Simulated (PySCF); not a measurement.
ClH2Si, SMILES Cl[SiH2], multiplicity 2.

Geometry optimised at B3LYP-D3(BJ)/def2-TZVP. The isomer is the one that the SMILES or the coordinates give; other isomers of the formula were not compared.

These are B3LYP-D3(BJ)/def2-TZVP (PySCF 2.14.0) values and carry that method's errors.

Frequencies are harmonic and unscaled.

Computed harmonic wavenumbers and intensities:
```tsv
mode	ν (cm⁻¹)	IR (km/mol)	moving atoms (share of kinetic energy)
1	531	68.9	Si 51 %, Cl 46 %
2	648	13.7	H 93 %
3	728	66.9	H 89 %, Si 10 %
4	922	86.0	H 96 %
5	2176	58.8	H 98 %
6	2217	115.6	H 95 %
```
